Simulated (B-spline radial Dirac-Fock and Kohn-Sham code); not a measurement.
**f′ and f″ of Kr, 3.096 keV to 7.502 keV**

Level of theory: the dispersion relation over Dirac-Hartree-Slater subshell photoionisation cross sections, with the Kissel-Pratt high-energy constant (isolated atom, no bound-bound lines or fine structure); a radial finite-basis atomic code. The forward scattering factor is f₀ + f′ + i f″.

No edge lies in or near this range.

```
hν (eV)  λ (Å)  f′ (e)  f″ (e)  tabulated f′  tabulated f″
   3096  4.005  -0.395   7.457         -0.45          7.24
   4000  3.100   0.125   4.929          0.08          4.71
 4510.9  2.749   0.134   4.038          0.09          3.82
   4910  2.525   0.091   3.503          0.05          3.30
 5414.7  2.290   0.008   2.968         -0.03          2.79
   6000  2.066  -0.106   2.489         -0.14          2.35
 6403.9  1.936       ?       ?             ?             ?
   6506  1.906  -0.211   2.164         -0.24          2.05
   6813  1.820  -0.275   1.997         -0.30          1.90
 6930.3  1.789  -0.299   1.939         -0.33          1.84
   7112  1.743  -0.337   1.853         -0.37          1.77
   7502  1.653  -0.418   1.687         -0.44          1.62
```

Question: What are f′ and f″ at 6403.9 eV?

Answer: f′ = -0.189 and f″ = 2.224 electrons (tables: -0.22 and 2.10). By the optical theorem f″ corresponds to a photoabsorption cross section 2 rₑ λ f″ = 24300 b.

Tabulated f′: xraylib 4.2 anomalous scattering factors (Cullen et al., EPDL97); f″: Chantler's tables (J. Phys. Chem. Ref. Data 1995 and 2000). Both are theoretical tables.

Values without a named source are computed, but for edge energies of neutral atoms, which are taken from tables.
